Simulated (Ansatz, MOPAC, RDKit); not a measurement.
Species: GeOF2 (charge 0, singlet). SMILES: [O]=[Ge]([F])[F]

Atoms: Ge1, O2, F3, F4. Bonds: Ge1-O2, Ge1-F3, Ge1-F4.

Bond lengths (Å) and angles (degrees) optimised at UFF with RDKit; PM6 with MOPAC; MNDO with MOPAC; HF/STO-3G with Ansatz (an electronic-structure program), each started from the B3LYP-D3(BJ)/def2-TZVP structure (Ansatz) of the last column. A row stands for all coordinates that are equal there. No wavenumbers were computed at UFF, MNDO, HF/STO-3G, so these may be saddle points.

| coordinate | UFF | PM6 | MNDO | HF/STO-3G | B3LYP-D3(BJ)/def2-TZVP |
|---|---|---|---|---|---|
| Ge1-O2 | 1.628 | 1.537 | 1.631 | 1.517 | 1.628 |
| Ge1-F3 | 1.714 | 1.684 | 1.739 | 1.676 | 1.714 |
| O2-Ge1-F3 | 129.4 | 126.9 | 124.9 | 128.6 | 129.4 |
| F3-Ge1-F4 | 101.2 | 106.1 | 110.1 | 102.8 | 101.2 |

Mean signed difference of all 3 bond lengths from B3LYP-D3(BJ)/def2-TZVP: UFF 0.000 Å, PM6 -0.050 Å, MNDO 0.017 Å, HF/STO-3G -0.062 Å.
